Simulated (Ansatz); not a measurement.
Consider the ligand exchange at the Sn–S bond: `C[O][Sn][S]C` + CH₃OH → `C[O][Sn][O]C` + CH₃SH.

Program: Ansatz. Geometries: PBE0-D4/def2-TZVP. ΔE: electronic, gas phase. CCSD(T)/CBS adds triple-zeta CCSD(T) − MP2 to the extrapolated MP2 energy (def2 sets, frozen cores). This one scheme is used for every species. Functionals use def2-TZVPP. Elements past krypton have def2 core potentials. For Sn outer-core shells are correlated without core-valence functions, which leaves a few kJ/mol of doubt a bond. One conformer a species, not always the lowest.

```csv
species,PBE0-D4 energy (Eh)
`C[O][Sn][S]C`,-767.35611
CH₃OH,-115.64111
`C[O][Sn][O]C`,-444.44648
CH₃SH,-438.53959
```

Problem. Work out ΔE.

Solution. ΔE = (-444.44648) + (-438.53959) − (-767.35611) − (-115.64111) = 0.01115 Eh = +7.0 kcal/mol. CCSD(T)/CBS gives +5.1 kcal/mol.

Largest T1 diagnostic among the species: 0.017.

From r2SCAN to r2SCAN0 (25 % exact exchange), in def2-TZVPP and without D4, ΔE moves by +0.8 kcal/mol. At CCSD(T), def2-SVP lies −1.5 kcal/mol from the extrapolated value and def2-TZVPP −0.4 kcal/mol. Leaving LDA and LC-ωPBE aside and taking each functional with its dispersion term where it has one, the values, not all of them listed here, spread over 4.1 kcal/mol, from CAM-B3LYP-D4 to HSE06-D4. LDA lies +0.8 kcal/mol from PBE without D4.
